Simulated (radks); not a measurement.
Problem. All-electron atom: Re IV in [Xe] 4f14 5d4. All-electron calculation, scalar-relativistic Kohn-Sham, TASK exchange with Perdew-Wang LDA correlation, spin-polarised, spherical densities, finite nucleus; open shells are filled with parallel spins first (spin-orbit coupling, left out, can overturn this in heavy ions); meta-GGA in the generalised Kohn-Sham scheme; Fermi nuclear charge, rms radius 5.3698 fm. Program: a radial shooting solver on a logarithmic mesh with Libxc functionals. Some entries of the table are withheld. Estimate them.

orbital,occ.,eigenvalue (hartree),<r^2> (bohr^2)
1s down,1,-2637.355,0.0004485
1s up,1,-2637.354,0.0004485
2s up,1,-459.4380,0.006887
2s down,1,-459.4248,0.006886
2p up,3,-401.1268,0.005716
2p down,3,-401.1165,0.005716
3s up,1,-107.6292,0.04464
3s down,1,-107.6260,0.04464
3p up,3,-90.37628,0.04546
3p down,3,-90.37262,0.04546
3d up,5,-70.73241,0.03771
3d down,5,-70.72414,0.03771
4s up,1,-23.56255,0.2200
4s down,1,-23.55478,0.2201
4p up,3,-17.87171,0.2506
4p down,3,-17.86489,0.2506
4d up,5,-10.68741,0.2906
4d down,5,-10.67828,0.2903
5s up,1,-4.39983,1.222
5s down,1,-4.31988,1.193
5p up,3,(1),(2)
5p down,3,(3),(4)
4f up,7,-2.68647,0.4213
4f down,7,-2.66296,0.4091
5d up,4,-1.27220,3.063

Solution. 
(1) 5p up eigenvalue (hartree): -2.95318
(2) 5p up <r^2> (bohr^2): 1.645
(3) 5p down eigenvalue (hartree): -2.82621
(4) 5p down <r^2> (bohr^2): 1.573
